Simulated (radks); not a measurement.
Species: the fluorine ion F0.25+. Configuration: [He] 2s2 2p(up 2.5, down 2.25) (fractional occupations, a model configuration).

All-electron calculation, non-relativistic Kohn-Sham, TPSS, spin-polarised, spherical densities, point nucleus; meta-GGA in the generalised Kohn-Sham scheme. Program: a radial shooting solver on a logarithmic mesh with Libxc functionals.

Energy parts (eV):
part                     energy
total                 -2710.900
kinetic                2704.081
electron-nucleus      -6452.144
Hartree                1314.532
exchange-correlation   -277.369

Orbitals (lengths in bohr, moments of r in powers of bohr; <r^-3> diverges for s and p1/2; r(max) is where P^2 peaks):
orbital  occ.  eigenvalue (eV)  r(max)     <r>  <r^-3>
1s up       1        -671.5336  0.1147  0.1762       -
1s down     1        -671.3259  0.1147  0.1762       -
2s up       1         -34.8074  0.7584  0.9901       -
2s down     1         -34.3245  0.7595  0.9929       -
2p up     2.5         -15.3965  0.6968   1.064   8.086
2p down  2.25         -14.9259  0.6992   1.072   8.000

The highest occupied level is 2p down at -14.926 eV. The spin density at the nucleus is 0.00995 e/bohr^3 (1s -0.07117, 2s 0.08113), a Fermi contact field of 0.522 T. The density falls to 0.001 e/bohr^3 at r = 3.00 bohr. Spin moment in Bohr magnetons: 0.25. Virial ratio -V/T = 2.00252.
